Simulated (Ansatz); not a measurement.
**Relative stability**

Two relaxed structures of BSiH4I, closed shell (PBE0-D4/def2-TZVP; forces vanish, vibrations not checked).

A:

```csv
atom,x (Å),y (Å),z (Å)
Si1,0.7788,-0.3166,0.4696
B2,-0.5931,0.7676,-0.2311
I3,2.4451,-1.4916,-0.8372
H4,-0.7639,-0.5711,-0.2758
H5,-0.5317,1.1760,-1.3474
H6,-1.3577,1.1601,0.5999
H7,0.6184,-1.0890,1.7289
```

B:

```csv
atom,x (Å),y (Å),z (Å)
Si1,-0.7055,0.4958,-0.2440
B2,0.7613,-0.6593,0.4913
I3,2.5413,-0.9891,-0.5835
H4,-1.9537,-0.3138,-0.3414
H5,-0.3868,1.0608,-1.5801
H6,-0.9639,1.6126,0.7093
H7,0.7073,-1.2070,1.5483
```

Ansatz 0.2.0; basis: def2-TZVPP; cores frozen in the correlated methods. Filled d shells of the heavier atoms are correlated. Core potentials replace the inner electrons of the atoms past krypton. The def2 sets are not built for correlating such inner shells, so the correlated values are less sure here. B3LYP uses VWN-RPA correlation.

(1) Which structure is lower at CCSD(T), and by how much? (An estimate is asked for; the value comes from the calculation.)

(2) Do the other methods give the same order? (A judgement: the text doesn't fix the answer.)

T1 diagnostic: at most 0.014.

Answers

(1) By the calculation: B, by 15.9 kJ/mol (electronic energy, against the other). By their contacts, A is BSiH₄I ([I][SiH]1[H][BH2]1) and B is BSiH₄I ([SiH3][BH][I]).

(2) By the calculation: Not all: PBE-D4, r2SCAN-D4, PBE0-D4 give the other order.

| method | E(B) − E(A) (kJ/mol) |
| --- | --- |
| PBE-D4 | 12.0 |
| r2SCAN-D4 | 4.2 |
| PBE0-D4 | 3.5 |
| B3LYP-D4 | -7.6 |
| wB97M-V | -1.2 |
| HF | -52.2 |
| MP2 | -9.2 |
| CCSD | -21.0 |
| CCSD(T) | -15.9 |

Labels in which every atom is bracketed show which atoms are joined, not bond orders.

For scale, one of the runs: CCSD(T)/def2-TZVPP, 179 basis functions, launched by `ansatz run in.yaml --threads 2 --pin off --events-out ev --progress --plain --max-ram 4352MiB`. Time: 67 s of wall clock on 2 CPU threads of an Arm Neoverse V1; the host was shared. Peak host memory: 1.8 GiB.
